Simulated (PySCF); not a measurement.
**How methods differ on the ionisation energy of Si⁺**

Si⁺ [Ne] 3s2 3p1 (2P) → Si²⁺ [Ne] 3s2 (1S), as a difference of total energies. Calculation: PySCF 2.14, in Sapporo-DZP-2012 (5s4p2d, 27 functions); scalar relativity by spin-free X2C-1e. Correlated levels: valence: [Ne] frozen. The calculations carry no spin-orbit coupling.

| method | ionisation energy (eV) |
| --- | --- |
| UHF | 15.833 |
| PBE | 16.391 |
| M06-L | 16.184 |
| MP2 (valence) | 16.028 |
| SCS-MP2 (valence) | 16.015 |
| CCSD (valence) | 16.177 |
| CCSD(T) (valence) | 16.195 |

**Question.** How much does correlation contribute at CCSD(T) (valence)?

**Answer.** 16.195 − (15.833) = 0.362 eV, measured against UHF.

Errors of the correlated levels include the incompleteness of this basis and the frozen core.

For comparison: 16.322 eV (measured; NIST levels, between the centres of gravity of the two terms).
